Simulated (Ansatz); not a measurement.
Zr2(Cl)8 (Zr₂Cl₈). Total charge 0; triplet. Geometry r2SCAN-D4/def2-SVP, that of the neutral singlet; atoms count from 1.

Cartesian coordinates in Å:
```
Zr 0.305 0.385 -1.656
Cl 2.110 -0.230 -2.973
Cl -1.524 -0.681 -2.652
Cl -0.080 2.602 -2.251
Cl 1.526 1.057 0.506
Zr -0.216 -0.430 1.843
Cl -1.815 0.849 0.641
Cl 0.783 0.429 3.776
Cl -1.521 -2.097 2.819
Cl 0.432 -1.885 -0.053
```

In the def2 sets Zr takes a core potential; there is no spin–orbit coupling. At PBE0-D4/def2-TZVP a singlet of charge 0 lies 4.50 eV below the triplet at the same geometry.

(1) Estimate the Mulliken populations from the PBE0/def2-TZVP orbitals of Ansatz.

(2) Where does the spin sit?

(3) And the Mayer bond orders between heavy atoms (over 0.3)?

Results:

(1) 
```tsv
atom	charge (e)	spin (α − β)	d electrons
Zr1	1.16	0.05	1.97
Cl2	-0.30	0.02	–
Cl3	-0.30	0.01	–
Cl4	-0.30	0.01	–
Cl5	-0.30	0.13	–
Zr6	1.03	0.80	2.29
Cl7	-0.32	0.01	–
Cl8	-0.22	0.37	–
Cl9	-0.18	0.42	–
Cl10	-0.27	0.17	–
```
Mulliken values depend strongly on the basis.

(2) Summed by element: Zr 0.85, Cl 1.15, of 2 unpaired in all. Largest on single atoms: Zr6 0.80, Cl9 0.42, Cl8 0.37.

(3) Zr1–Cl2 1.15 (2.32 Å); Zr1–Cl3 1.14 (2.34 Å); Zr1–Cl4 1.15 (2.33 Å); Zr1–Cl5 0.55 (2.57 Å); Zr1–Cl10 0.38 (2.78 Å); Cl5–Zr6 0.44 (2.65 Å); Zr6–Cl7 0.93 (2.37 Å); Zr6–Cl8 0.82 (2.34 Å); Zr6–Cl9 0.81 (2.33 Å); Zr6–Cl10 0.65 (2.48 Å).
